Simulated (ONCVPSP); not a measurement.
## germanium (Ge): one change to an ONCV potential, before and after

* Element: Ge (Z = 32)
* Generator: ONCVPSP 4.0.1
* Type: optimised norm-conserving Vanderbilt (ONCV)
* Functional: LDA (Perdew-Wang 92)
* Relativity: scalar-relativistic
* Frozen core: [Ar] 3d10
* Valence charge: 4
* Reference configuration: 4s2 4p1 (charge +1)
* Partial waves: 4s: rc 1.40 bohr, ncon 4, nbas 8, qcut 4.2 1/bohr, 2 projectors, debl 0.4 Ha; 4p: rc 2.15 bohr, ncon 3, nbas 6, qcut 3.8 1/bohr, 2 projectors, debl 3.1 Ha
* Local potential: polynomial inside 1.15 bohr (lpopt 1, dvloc0 0 Ha)
* Core correction: none

In the s channel the program set the typed energies aside and used -0.740, 0.250 Ha.

Change: p: qcut 4.9.

Cutoffs: the cutoffs (Ha) at which the residual kinetic energy of the hardest occupied pseudo-wave falls to 1 and 0.1 mHa per electron; they do not see the model core or the augmentation charge, which bear on the density cutoff. Errors are all-electron minus pseudo energies relative to the spin-unpolarised reference configuration.

Problem. Predict the effect on cutoff, ghosts and configuration errors.

Solution. The potential gets neither clearly harder nor softer (10 Ha and 81 Ha → 10 Ha and 81 Ha); both files keep a bound ghost (s); of the 4 tests that both files solve, the error grows in 2 and shrinks in 0 by more than 15 % and 0.3 meV (median size 14.5 → 14.6 meV).

```csv
quantity,base,changed
"cutoff, loose",10 Ha,10 Ha
"cutoff, tight",81 Ha,81 Ha
loose cutoff by channel,"s 10 Ha, p 3.3 Ha","s 10 Ha, p 6.6 Ha"
bound ghosts,s,s
GHOST(+) flags under 300 eV,p at 157.4 eV,none
"error for 4s2 4p2, meV [ΔE -7.63 eV]",+4.7,+5.5
"error for 4s2 4p0, meV [ΔE 15.71 eV]",+12,+15
"error for 4s1 4p0, meV [ΔE 50.92 eV]",+209,+218
"error for 4s1 4p2, meV [ΔE 8.78 eV]",+16,+14
s: phases at 1.42 bohr within 0.05 rad from the reference energy up to (Ha; the scan ends near 5),to the end of the scan,to the end of the scan
p: phases at 2.18 bohr within 0.05 rad from the reference energy up to (Ha; the scan ends near 5),5.0,to the end of the scan
```

 A true bound ghost makes a file unfit for plane-wave use even where its test errors are small: the radial tests pick states by their node count and pass the ghost by.
